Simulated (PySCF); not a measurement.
A calculated (B97-3, PySCF 2.14, ANO-RCC-VTZP, scalar relativity by spin-free X2C-1e) atom or ion has these occupied shells.

```json
{"shell": "1s α", "electrons": "1", "orbital energy (eV)": "-45036.1", "rms radius, mean of both spins (bohr)": "0.0264"}
{"shell": "1s β", "electrons": "1", "orbital energy (eV)": "-45036.1", "rms radius, mean of both spins (bohr)": "0.0264"}
{"shell": "2s α", "electrons": "1", "orbital energy (eV)": "-7359.1", "rms radius, mean of both spins (bohr)": "0.107"}
{"shell": "2s β", "electrons": "1", "orbital energy (eV)": "-7359.0", "rms radius, mean of both spins (bohr)": "0.107"}
{"shell": "2p α", "electrons": "3", "orbital energy (eV)": "-6580.0", "rms radius, mean of both spins (bohr)": "0.0959"}
{"shell": "2p β", "electrons": "3", "orbital energy (eV)": "-6580.0", "rms radius, mean of both spins (bohr)": "0.0959"}
{"shell": "3s α", "electrons": "1", "orbital energy (eV)": "-1622.1", "rms radius, mean of both spins (bohr)": "0.278"}
{"shell": "3s β", "electrons": "1", "orbital energy (eV)": "-1620.5", "rms radius, mean of both spins (bohr)": "0.278"}
{"shell": "3p α", "electrons": "3", "orbital energy (eV)": "-1375.2", "rms radius, mean of both spins (bohr)": "0.278"}
{"shell": "3p β", "electrons": "3", "orbital energy (eV)": "-1373.4", "rms radius, mean of both spins (bohr)": "0.278"}
{"shell": "3d α", "electrons": "5", "orbital energy (eV)": "-1032.2", "rms radius, mean of both spins (bohr)": "0.256"}
{"shell": "3d β", "electrons": "5", "orbital energy (eV)": "-1030.6", "rms radius, mean of both spins (bohr)": "0.256"}
{"shell": "4s α", "electrons": "1", "orbital energy (eV)": "-333.02", "rms radius, mean of both spins (bohr)": "0.630"}
{"shell": "4s β", "electrons": "1", "orbital energy (eV)": "-328.57", "rms radius, mean of both spins (bohr)": "0.630"}
{"shell": "4p α", "electrons": "3", "orbital energy (eV)": "-251.11", "rms radius, mean of both spins (bohr)": "0.669"}
{"shell": "4p β", "electrons": "3", "orbital energy (eV)": "-246.43", "rms radius, mean of both spins (bohr)": "0.669"}
{"shell": "4d α", "electrons": "5", "orbital energy (eV)": "-133.82", "rms radius, mean of both spins (bohr)": "0.743"}
{"shell": "4d β", "electrons": "5", "orbital energy (eV)": "-128.39", "rms radius, mean of both spins (bohr)": "0.743"}
{"shell": "5s α", "electrons": "1", "orbital energy (eV)": "-49.774", "rms radius, mean of both spins (bohr)": "1.55"}
{"shell": "5s β", "electrons": "1", "orbital energy (eV)": "-47.095", "rms radius, mean of both spins (bohr)": "1.55"}
{"shell": "5p α", "electrons": "3", "orbital energy (eV)": "-29.470", "rms radius, mean of both spins (bohr)": "1.82"}
{"shell": "5p β", "electrons": "3", "orbital energy (eV)": "-27.279", "rms radius, mean of both spins (bohr)": "1.82"}
{"shell": "4f α", "electrons": "5", "orbital energy (eV)": "-9.948", "rms radius, mean of both spins (bohr)": "1.19"}
{"shell": "5d α", "electrons": "1", "orbital energy (eV)": "-7.478", "rms radius, mean of both spins (bohr)": "3.35"}
```

(1) Name the element and its charge.

## Answers

(1) Pm+ (promethium, charge +1), in [Xe] 4f5 5d1, one real determinant (an excited configuration).
